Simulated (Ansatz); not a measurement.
The cluster Nb₃S₄⁺. The state is a singlet with charge 1. Geometry B3LYP-D4/def2-SVP; atoms count from 1.

Cartesian coordinates in Å:
```
Nb -1.480 -0.841 -0.560
Nb 0.494 0.810 -0.536
Nb 0.555 -0.675 1.565
S 2.185 0.949 1.225
S -1.193 0.675 -2.302
S 0.774 -1.706 -0.608
S -1.334 0.789 1.216
```

In the def2 sets Nb takes a core potential; there is no spin–orbit coupling. The restricted singlet is unstable towards broken spin symmetry at other levels; at PBE0-D4/def2-TZVP this wasn't settled. No other spin state of charge 1 was run. The geometry of the singlet was relaxed on an unsound state (restricted singlet, unstable towards broken spin symmetry at other levels and untested here). The structure comes from a short search, and lower isomers may exist.

Estimate the Mulliken populations from the PBE0/def2-TZVP orbitals of Ansatz.


| atom | charge (e) | d electrons |
| --- | --- | --- |
| Nb1 | 0.80 | 3.49 |
| Nb2 | 0.72 | 3.37 |
| Nb3 | 0.80 | 3.49 |
| S4 | -0.39 | – |
| S5 | -0.39 | – |
| S6 | -0.27 | – |
| S7 | -0.27 | – |
Mulliken values and Mayer orders depend strongly on the basis.

And the Mayer bond orders between bonded heavy atoms (over 0.3)?

Nb1–Nb2 1.04 (2.57 Å); Nb1–Nb3 0.73 (2.95 Å); Nb1–S5 1.35 (2.33 Å); Nb1–S6 0.91 (2.42 Å); Nb1–S7 0.91 (2.42 Å); Nb2–Nb3 1.04 (2.57 Å); Nb2–S4 0.93 (2.45 Å); Nb2–S5 0.93 (2.45 Å); Nb2–S6 0.77 (2.53 Å); Nb2–S7 0.77 (2.53 Å); Nb3–S4 1.35 (2.33 Å); Nb3–S6 0.91 (2.42 Å); Nb3–S7 0.91 (2.42 Å).
